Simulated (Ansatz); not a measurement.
The Ga1–H2 bond of GaH3O2 (SMILES [OH][GaH][OH]) is stretched (multiplicity 1, the rest rigid).
Geometry at rest (charge 0, multiplicity 1):
```csv
atom,x (Å),y (Å),z (Å)
Ga,-0.2440,-0.1775,-0.1512
H,-1.3542,-1.0163,-0.8271
O,0.0204,1.5378,-0.5766
H,0.7423,1.9403,-0.0819
O,0.9023,-0.7560,1.1056
H,0.7953,-1.6758,1.3651
```

Correlated levels freeze the cores. Filled d and f shells under p-block atoms count as core.

Codes used: Ansatz (Gaussian orbitals). Each number belongs to the level named beside it.

Energies above the point at 1.547 Å (the B3LYP-D3(BJ) bond length), FIC-MRCISD+Q on CASSCF(2,2)/cc-pVTZ (kcal/mol): 6.42 at 1.392 Å; 2.72 at 1.702 Å; 84.16 at 4.950 Å.

Take the last value as the depth D of a Morse curve D(1 − e^(−a(R − R₀)))², fit a and R₀ to the two near points, and test it at 2.088 and 2.707 Å.


With D = 84.2, both near points (counted from the curve's value at 1.547 Å) are met by a = 1.44 Å⁻¹ and R₀ = 1.562 Å, so k = 2Da² = 348 kcal/(mol Å²). The curve then gives 23.6 and 54.8 kcal/mol; the level itself gives 24.6 and 60.0, so Morse is off by -1.0 and -5.2.

Ansatz is a program for electronic structure.
